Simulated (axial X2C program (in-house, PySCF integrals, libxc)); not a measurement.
**Ω levels of HNbH from open-shell CI on d3 s0 p(π)0**

Computed with an axial X2C code built on PySCF integrals: two-component X2C with atomic mean-field Coulomb and Gaunt terms, basis H dyall-v3z, Nb dyall-v3z (cores contracted in-house). Orbitals come from Hartree–Fock averaged over the configuration Nb d3 s0 p(π)0; CI then distributes these electrons over the d, s, p(π) shells of Nb.

H–Nb–H held linear, both bonds 1.923 Å (near the minimum of the configuration average).

Active spinors (ω > 0):

```tsv
shell	ω	ε (eV)	character
d	1/2	-1.58	61% Nb d, 33% Nb s
d	3/2	-1.26	100% Nb d
d	5/2	-1.17	100% Nb d
d	1/2	-0.84	96% Nb d
d	3/2	-0.79	96% Nb d
s	1/2	1.45	95% Nb s
p(π)	1/2	0.63	99% Nb p
p(π)	3/2	0.65	99% Nb p
```

Lowest levels of this model:

| Ω | energy (cm⁻¹) | g∥ | configuration |
| --- | --- | --- | --- |
| 1/2 | 0 | 1.98 | 100% d3 |
| 3/2 | 148 | 5.91 | 100% d3 |
| 1/2 | 1729 | 2.83 | 100% d3 |
| 1/2 | 1946 | 1.14 | 100% d3 |
| 3/2 | 1968 | 2.97 | 100% d3 |
| 3/2 | 2064 | 1.09 | 100% d3 |
| 5/2 | 2083 | 7.93 | 100% d3 |
| 5/2 | 2505 | 4.06 | 100% d3 |
| 7/2 | 2969 | 8.02 | 100% d3 |
| 9/2 | 3440 | 12.00 | 100% d3 |
| 1/2 | 4196 | 1.95 | 100% d3 |
| 3/2 | 4513 | 2.03 | 100% d3 |
| 5/2 | 4775 | 6.00 | 100% d3 |
| 7/2 | 4993 | 9.97 | 100% d3 |
| 5/2 | 9651 | 7.99 | 100% d3 |
| 7/2 | 10722 | 7.91 | 100% d3 |
| 9/2 | 12054 | 8.24 | 100% d3 |
| 11/2 | 12663 | 12.00 | 100% d3 |
| 9/2 | 13122 | 9.79 | 100% d3 |
| 7/2 | 13130 | 6.11 | 100% d3 |
| 9/2 | 16607 | 9.98 | 100% d3 |

g∥ is the magnitude of 2⟨Lz + ge Sz⟩ for the +Ω component.

From Ω and g∥ of the lowest level, whose 2⟨Lz + ge Sz⟩ is positive, find ⟨Sz⟩ and ⟨Lz⟩ (ge = 2.0023).

Ω = ⟨Lz⟩ + ⟨Sz⟩ = 1/2 and ⟨Lz⟩ + ge⟨Sz⟩ = 0.990, so ⟨Sz⟩ = 0.49 and ⟨Lz⟩ = 0.01.

Occupations of the active spinors in the lowest level by ω, shell by shell in order of energy: -5/2: 0.26; -3/2: 0.67 0.02 0.00; -1/2: 0.32 0.07 0.00 0.00; 1/2: 0.64 0.04 0.00 0.00; 3/2: 0.37 0.05 0.00; 5/2: 0.56. The leading determinant has weight 0.34 among 97.

This point took 1 s on 1 thread of Arm Neoverse N1, with other jobs on the host.

There is no dynamic correlation: spin–orbit spacings and, for f shells, spacings inside one term are the most reliable numbers, splittings between terms come out too wide, and energies between configurations are not reliable, so the lowest level need not be the ground state of the molecule. For d shells the ligand-field splittings (σ, π, δ) and their order can be off by a thousand cm⁻¹ or more. At most 4 roots were kept for each Ω > 0 (twice that for Ω = 0) within 3.2 eV of the lowest, so higher up levels can be missing between those listed; levels with Ω > 0 are doubly degenerate and listed once, Ω = 0 levels singly. Some active spinors are only partly of the character that their shell is named for, so the shell names and counts are nominal. States that fill the shells left empty in the average are placed too high. The molecule was held linear; bending was not examined.
